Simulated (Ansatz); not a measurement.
Species: C$_{4}$H$_{5}$OSi (charge 0, doublet). It need not be the lowest isomer of its formula. 
Structure (B3LYP-D3(BJ)/def2-TZVP (Ansatz, a quantum-chemistry and plane-wave program) minimum search):
SMILES: [SiH3]c1coc[c]1
```xyz
11

Si    -2.0713     0.2098     0.0295
C     -0.2221     0.0721    -0.0346
C      0.7487     0.8587    -0.7220
C      1.9891     0.4008    -0.4867
O      1.8773    -0.6868     0.3513
C      0.5523    -0.8575     0.6023
H     -2.5797    -0.8742     0.9010
H     -2.4803     1.5208     0.5826
H     -2.6545     0.0694    -1.3242
H      2.9817     0.6776    -0.7881
H      0.3042    -1.6803     1.2512
```
Charge 0, spin multiplicity 2.

Property: atomisation energy (electronic, to ground-state atoms), in kJ/mol. Valence correlation only, unless marked. Open shells are spin-unrestricted. No spin-orbit coupling. No relativistic terms. The coupled-cluster limit lacks core correlation, which all-electron functionals hold. CBS marks a two-point X^-3 extrapolation of the correlation energy; Hartree-Fock from the larger set.

```tsv
level	program	atomisation energy (kJ/mol)
BLYP-D3(BJ)/def2-TZVPD	Ansatz + dftd3	4531.6
wB97X-V/def2-TZVPD	Ansatz	4532.8
MP2/STO-3G	Ansatz	4481.7
MP2/cc-pV(T+d)Z	Ansatz	4456.8
```

**Question.** Estimate the value at CCSD(T)/CBS(cc-pV(T+d)Z,cc-pV(Q+d)Z) as computed with Ansatz.

**Answer.** 4509.0 kJ/mol, so MP2/cc-pV(T+d)Z differs from it by -52.2 kJ/mol.
